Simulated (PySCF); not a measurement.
**What the settings do**

Molecule: pentamethylene sulfone (O=S1(=O)CCCCC1, C₅H₁₀O₂S); geometry GFN2-xTB.

Molfile (atoms numbered from 1):
```
C5H10O2S
     RDKit          3D

 18 18  0  0  0  0  0  0  0  0999 V2000
   -2.7634    0.8102    0.4942 O   0  0  0  0  0  0  0  0  0  0  0  0
   -1.5353    0.5478   -0.2075 S   0  0  0  0  0  6  0  0  0  0  0  0
   -1.5023    0.8230   -1.6180 O   0  0  0  0  0  0  0  0  0  0  0  0
   -0.1792    1.4494    0.5996 C   0  0  0  0  0  0  0  0  0  0  0  0
    1.1159    1.0022   -0.0467 C   0  0  0  0  0  0  0  0  0  0  0  0
    1.3756   -0.4877    0.1710 C   0  0  0  0  0  0  0  0  0  0  0  0
    0.3364   -1.3645   -0.5259 C   0  0  0  0  0  0  0  0  0  0  0  0
   -1.0456   -1.1808    0.0668 C   0  0  0  0  0  0  0  0  0  0  0  0
   -0.2361    1.2074    1.6574 H   0  0  0  0  0  0  0  0  0  0  0  0
   -0.3704    2.5091    0.4539 H   0  0  0  0  0  0  0  0  0  0  0  0
    1.0455    1.2044   -1.1172 H   0  0  0  0  0  0  0  0  0  0  0  0
    1.9502    1.5825    0.3557 H   0  0  0  0  0  0  0  0  0  0  0  0
    2.3641   -0.7339   -0.2215 H   0  0  0  0  0  0  0  0  0  0  0  0
    1.3818   -0.7067    1.2419 H   0  0  0  0  0  0  0  0  0  0  0  0
    0.2874   -1.0963   -1.5831 H   0  0  0  0  0  0  0  0  0  0  0  0
    0.6339   -2.4138   -0.4537 H   0  0  0  0  0  0  0  0  0  0  0  0
   -1.7908   -1.8045   -0.4194 H   0  0  0  0  0  0  0  0  0  0  0  0
   -1.0763   -1.3414    1.1409 H   0  0  0  0  0  0  0  0  0  0  0  0
  1  2  2  0
  2  3  2  0
  2  4  1  0
  4  5  1  0
  5  6  1  0
  6  7  1  0
  7  8  1  0
  8  2  1  0
  4  9  1  0
  4 10  1  0
  5 11  1  0
  5 12  1  0
  6 13  1  0
  6 14  1  0
  7 15  1  0
  7 16  1  0
  8 17  1  0
  8 18  1  0
M  END
```

All runs: PySCF, non-relativistic, gas phase unless a solvent (IEF-PCM) is named; grid level 2, GIAOs and SCF threshold 1e-9 unless changed. The yardstick, PBE0/pcSseg-1, gives these isotropic shieldings σ (ppm, equivalent atoms averaged): O1/O3 135.2, S2 209.6, C4/C8 125.5, C6 156.9, C5/C7 159.8, H11/H12/H15/H16 29.70, H13/H14 30.29.

Task: What do these inputs give? (1) PBE0/MINI; grid level 3; guess vsap; (2) PBE0/pcSseg-1; (3) wB97X-D/pcSseg-1; aux def2-universal-jkfit

Result: 
```tsv
run	outcome	functions	wall time	O1/O3	S2	C4/C8	C6	C5/C7	H11/H12/H15/H16	H13/H14
1	converged	54	33 s	148.6	665.6	179.4	198.7	200.2	28.89	29.20
2	converged	193	110 s	135.2	209.6	125.5	156.9	159.8	29.70	30.29
3	converged	193	2.2 min	139.3	204.1	125.5	157.6	160.3	29.87	30.44
```

Times are on shared hosts with different chips, so compare them loosely.

Task: Comment on the technical settings and failures.

Result: 
- Run 1: The orbital basis differs from the yardstick's, which in itself moves the values. The starting guess changes the path of the SCF (11 cycles), not the solution, provided the same state is reached. With 54 functions the basis is far too small for magnetic properties.
- Run 3: The functional differs from the yardstick's, which in itself moves the values. The other auxiliary basis adds little: it changes only the density-fitting error.

Run 1 was set up unsoundly or failed; its numbers aren't to be quoted as properties of the molecule.
